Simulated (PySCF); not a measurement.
Record of a relaxation.

Compound: cyanotriacetylene radical cation, C7HN (charge +1 and doublet state).
SMILES with atom numbers: `[CH:1]#[C:2][C:3]#[C:4][C:5]#[C:6][C:7]#[N+:8]` (hydrogens: H9 on C1)
Bond orders are those of one Lewis drawing.

Computed by this run: PBE0-D3(BJ)/def2-SVP geometry optimisation, gas phase in PySCF 2.14.0; unrestricted, density fitting, grid level 1; the optimiser is geomeTRIC in internal coordinates, started from a GFN2-xTB structure with every atom displaced at random (about 0.01 Å). The frame can shift and turn from step to step; on so coarse a grid that alone can change the energy by a few meV, and forces under 0.02 eV/Å are noise.

Step 0: E = -8732.3245 eV, largest atomic force 5.677 eV/Å
```
atom  x, y, z in Å  |  force x, y, z in eV/Å
C1     -3.694   -0.254   -0.898   -3.471  -0.185  -0.787
C2     -2.533   -0.144   -0.618    2.627   0.181   0.619
C3     -1.262   -0.046   -0.314    4.074   0.315   0.942
C4     -0.005    0.048   -0.016   -5.509  -0.428  -1.302
C5      1.235    0.134    0.286    1.770   0.178   0.441
C6      2.433    0.233    0.585    1.110   0.011   0.257
C7      3.751    0.324    0.903   -1.615  -0.062  -0.390
N8      4.875    0.416    1.169    1.319   0.081   0.319
H9     -4.742   -0.301   -1.130   -0.305  -0.090  -0.099
```

Step 1: E = -8732.4515 eV, largest atomic force 0.909 eV/Å
```
atom  x, y, z in Å  |  force x, y, z in eV/Å
C1     -3.683   -0.207   -1.054    0.198   0.098   0.036
C2     -2.488   -0.091   -0.764   -0.028   0.006  -0.183
C3     -1.208   -0.002   -0.406   -0.260  -0.288   0.788
C4     -0.079    0.000    0.138    0.538   0.275  -0.679
C5      1.205    0.082    0.476   -0.466  -0.055   0.044
C6      2.416    0.185    0.731    0.044   0.018  -0.083
C7      3.743    0.313    0.956    0.035  -0.041   0.177
N8      4.888    0.418    1.176    0.022   0.015  -0.048
H9     -4.736   -0.289   -1.287   -0.083  -0.028  -0.052
```

Step 2: E = -8732.4994 eV, largest atomic force 0.606 eV/Å
```
atom  x, y, z in Å  |  force x, y, z in eV/Å
C1     -3.692   -0.207   -1.040   -0.006   0.058  -0.012
C2     -2.501   -0.103   -0.737    0.059   0.003  -0.109
C3     -1.221   -0.017   -0.381   -0.204  -0.192   0.536
C4     -0.063    0.010    0.095    0.270   0.187  -0.509
C5      1.217    0.096    0.428   -0.149  -0.032   0.092
C6      2.426    0.195    0.704    0.046   0.012  -0.052
C7      3.747    0.311    0.972   -0.038  -0.030   0.102
N8      4.887    0.409    1.219    0.007   0.008  -0.032
H9     -4.743   -0.285   -1.294    0.015  -0.014  -0.016
```

Step 3: E = -8732.5403 eV, largest atomic force 0.157 eV/Å
```
atom  x, y, z in Å  |  force x, y, z in eV/Å
C1     -3.705   -0.208   -1.008   -0.016   0.008  -0.010
C2     -2.519   -0.128   -0.679    0.004  -0.016  -0.008
C3     -1.237   -0.045   -0.331   -0.028   0.003   0.019
C4     -0.033    0.035   -0.003   -0.072   0.011  -0.073
C5      1.242    0.128    0.327    0.139   0.000   0.074
C6      2.441    0.213    0.648   -0.030  -0.010   0.007
C7      3.743    0.304    1.004    0.009   0.010  -0.025
N8      4.871    0.385    1.307    0.007  -0.004   0.012
H9     -4.746   -0.276   -1.298   -0.013  -0.002   0.003
```

Step 4: E = -8732.5408 eV, largest atomic force 0.058 eV/Å
```
atom  x, y, z in Å  |  force x, y, z in eV/Å
C1     -3.707   -0.208   -1.008   -0.006   0.006  -0.003
C2     -2.519   -0.127   -0.682    0.004  -0.010  -0.005
C3     -1.238   -0.043   -0.335    0.021   0.006   0.017
C4     -0.032    0.039   -0.009   -0.041   0.006  -0.042
C5      1.244    0.130    0.327    0.033  -0.004   0.035
C6      2.442    0.213    0.650   -0.018  -0.006   0.005
C7      3.744    0.302    1.007    0.010   0.007  -0.017
N8      4.872    0.380    1.311   -0.006  -0.004   0.006
H9     -4.749   -0.277   -1.296    0.002  -0.001   0.004
```

Step 5: E = -8732.5409 eV, largest atomic force 0.032 eV/Å
```
atom  x, y, z in Å  |  force x, y, z in eV/Å
C1     -3.707   -0.207   -1.009    0.005   0.003   0.004
C2     -2.519   -0.126   -0.686   -0.002  -0.003  -0.005
C3     -1.237   -0.039   -0.340   -0.006   0.002  -0.001
C4     -0.031    0.043   -0.015    0.030   0.004   0.001
C5      1.244    0.131    0.328   -0.032  -0.005   0.002
C6      2.442    0.212    0.654    0.004  -0.002   0.002
C7      3.744    0.298    1.010    0.004   0.003  -0.006
N8      4.871    0.374    1.317   -0.005  -0.003   0.003
H9     -4.750   -0.277   -1.293    0.002   0.000   0.000
```

Step 6: E = -8732.5409 eV, largest atomic force 0.027 eV/Å
```
atom  x, y, z in Å  |  force x, y, z in eV/Å
C1     -3.706   -0.205   -1.011    0.001   0.002   0.003
C2     -2.518   -0.124   -0.689    0.002   0.000  -0.002
C3     -1.236   -0.037   -0.343   -0.001   0.001  -0.001
C4     -0.031    0.045   -0.017    0.018   0.001   0.005
C5      1.244    0.131    0.329   -0.026  -0.003  -0.004
C6      2.441    0.210    0.656    0.009   0.000   0.000
C7      3.743    0.296    1.012   -0.001   0.000  -0.001
N8      4.870    0.369    1.320   -0.002  -0.001   0.002
H9     -4.750   -0.276   -1.293    0.001   0.000  -0.002
```

Step 7: E = -8732.5410 eV, largest atomic force under 0.02 eV/Å
```
atom  x, y, z in Å  |  force x, y, z in eV/Å
C1     -3.706   -0.202   -1.014    0.000   0.000   0.001
C2     -2.517   -0.121   -0.693    0.002   0.002  -0.001
C3     -1.235   -0.034   -0.346    0.001  -0.001  -0.001
C4     -0.030    0.046   -0.018    0.000  -0.002   0.005
C5      1.243    0.130    0.331   -0.002   0.001  -0.003
C6      2.440    0.208    0.659    0.002   0.001  -0.003
C7      3.742    0.292    1.016   -0.005  -0.002   0.004
N8      4.869    0.364    1.326    0.004   0.000   0.001
H9     -4.750   -0.273   -1.295    0.000   0.001  -0.002
```

Q: Summarise the path.

A: The energy falls by 0.2164 eV from step 0 to step 7; nine tenths of that is first reached at step 3. It falls at every step. The largest force goes from 5.677 to under 0.02 eV/Å. Among the bonds C3≡C4 changes most (a near tie, within 0.001 Å, with another), from 1.295 to 1.252 Å; the atoms move by 0.029 Å rms after alignment.

The cost below is that of the whole optimisation. Time: 61 s; peak memory 0.47 GiB. Hardware: one thread, Arm Neoverse V1 (aarch64) (shared host).
